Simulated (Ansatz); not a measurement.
`[OH][Zn][NH]B[SiH3]` and `[NH2][Zn][OH]` differ in one atom or group.

Ansatz, PBE0-D4/def2-TZVP geometries, multiplicity 1. Each molecule was computed in one conformer, which needn't be the lowest.

Scalar relativity is left out up to krypton.

| property | `[OH][Zn][NH]B[SiH3]` |
| --- | --- |
| HOMO–LUMO gap (PBE/def2-TZVPP) / eV | 4.93 |
| HOMO energy (PBE/def2-TZVPP) / eV | -6.59 |
| HOMO energy (B3LYP/def2-TZVPP) / eV | -7.61 |
| size of the dipole moment (PBE/def2-TZVPP) / D | 0.61 |
| size of the dipole moment (ωB97M-V/def2-TZVPP) / D | 0.78 |
| LUMO energy (PBE/def2-TZVPP) / eV | -1.66 |

Task: Give the same properties after the change, and the shifts. (Best estimate.)

Result: The calculation gave: 
| property | `[NH2][Zn][OH]` | shift |
| --- | --- | --- |
| HOMO–LUMO gap (PBE/def2-TZVPP) / eV | 4.24 | -0.69 |
| HOMO energy (PBE/def2-TZVPP) / eV | -5.74 | 0.85 |
| HOMO energy (B3LYP/def2-TZVPP) / eV | -6.89 | 0.72 |
| size of the dipole moment (PBE/def2-TZVPP) / D | 2.34 | 1.73 |
| size of the dipole moment (ωB97M-V/def2-TZVPP) / D | 2.53 | 1.75 |
| LUMO energy (PBE/def2-TZVPP) / eV | -1.51 | 0.15 |

With PBE0 the HOMO rises by 0.67 eV and the LUMO rises by 0.05 eV, so the gap narrows by about 0.62 eV. PBE moves the HOMO by 0.85 eV and ωB97M-V by 0.45 eV. The zero-point energy changes by -76.6 kJ/mol with -15 modes. Dipoles are sizes alone; their direction can turn.

Positive LUMOs are unbound, so they and the gaps depend on the basis.

B3LYP here is the variant with VWN-RPA as its local correlation; programs differ in this.
